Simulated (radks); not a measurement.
Charge is removed step by step from the 5p (averaged over the sub-levels emptied) level of Pr+, starting from [Xe] 4f3 6s1. Calculated with a radial shooting solver on a logarithmic mesh with Libxc functionals: Dirac Kohn-Sham, PBE, spin-unpolarised, spherical densities, point nucleus; open shells are shared between the two j in proportion to 2j + 1.

removed (e),E - E(0) (eV),eigenvalue (eV),E minus straight line (eV)
0,0.000,-27.395,0.000
0.25,7.171,-29.986,-1.006
0.5,15.000,-32.659,-1.353
0.75,23.506,-35.400,-1.023
1,32.705,-38.202,0.000

Removing the whole electron costs 32.705 eV by Delta-SCF, against 27.395 eV from minus the eigenvalue at the starting occupation. Slater's transition state (half an electron removed) gives 32.659 eV. Integrating minus the eigenvalue over the occupation (Janak's theorem) gives 32.705 eV. The mean slope of the eigenvalue, de/dn, is 10.8 eV per electron.
